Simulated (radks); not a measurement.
Question: The mean radii <r> (bohr) of the occupied orbitals of an atom or ion are listed with their occupations. All-electron calculation, Dirac Kohn-Sham, PBE, spin-unpolarised, spherical densities, finite nucleus; Fermi nuclear charge, rms radius of each element as measured or else 0.836 A^(1/3) + 0.57 fm. Program: a radial shooting solver on a logarithmic mesh with Libxc functionals.

| orbital | occ. | <r> |
|---|---|---|
| 1s1/2 | 2 | 0.03040 |
| 2s1/2 | 2 | 0.1299 |
| 2p1/2 | 2 | 0.1100 |
| 2p3/2 | 4 | 0.1150 |
| 3s1/2 | 2 | 0.3230 |
| 3p1/2 | 2 | 0.3091 |
| 3p3/2 | 3 | 0.3169 |

Name the element and its charge. Open shells, if any, fill j = l - 1/2 first.

Answer: Z = 48, cadmium, charge +31: Cd31+ in [Ne] 3s2 3p5. The 1s radius gives Z: for a bare nucleus <r> = (2 gamma + 1)/(2Z) with gamma = sqrt(1 - (Z/c)^2), 0.02993 bohr for Z = 48, and screening makes it slightly larger (0.03040 here). The occupations add up to 17, and the charge is Z minus that.
